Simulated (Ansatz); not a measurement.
cis-[FeF2(H2O)4]+ (FeO4F2H8⁺), relaxed as a sextet with UKS PBE-D4/def2-SVP in Ansatz, starting from the GFN2-xTB (ALPB water) geometry. Force threshold 0.02 eV/Å.

Start:

```xyz
15

Fe   -0.440   -0.295   -0.031
F    -1.552   -0.565   -1.503
O     1.813   -0.303    0.746
H     2.553   -0.619    0.221
H     1.951   -0.591    1.653
F    -1.045   -1.354    1.379
O     0.360    1.856   -0.601
H     0.434    2.605   -0.003
H     0.249    2.202   -1.491
O    -1.774    1.315    1.201
H    -1.834    1.027    2.118
H    -2.672    1.453    0.886
O     0.799   -1.984   -1.286
H     0.610   -1.860   -2.223
H     0.548   -2.886   -1.066
```

```tsv
step	energy (eV)	largest force component (eV/Å)	SCF passes
1	-48101.1232	1.561	37
2	-48101.8183	0.634	28
3	-48101.9825	0.734	27
4	-48102.0437	0.463	28
5	-48102.0852	0.274	26
6	-48102.0988	0.184	22
7	-48102.1048	0.091	23
8	-48102.1084	0.027	21
9	-48102.1090	0.017	22
```

Force components are those of the run's own axes.

End:

Cartesian coordinates in Å:
```
Fe -0.3380 -0.2165 -0.0414
F -1.5443 -0.0524 -1.3808
O 1.5339 -0.0533 1.0331
H 2.3805 -0.1422 0.5507
H 1.5276 -0.7559 1.7165
F -0.6798 -1.5133 1.1880
O 0.5239 1.5530 -0.9039
H 0.8058 2.3149 -0.3596
H -0.0544 1.9006 -1.6136
O -1.4881 1.0726 1.2442
H -1.7584 0.5244 2.0121
H -2.3270 1.3415 0.8141
O 0.6694 -1.6818 -1.2641
H 0.2242 -1.7283 -2.1370
H 0.5248 -2.5631 -0.8584
```

By distances, no bond broke or formed. The bond that changes most is Fe1–O13, from 2.44 to 2.16 Å (atoms count from 1).

No frequencies were taken in this run, so the end may be a saddle point.

Hardware: 4 threads of Intel Xeon Platinum 8259CL on a shared host. Wall time 30 s.
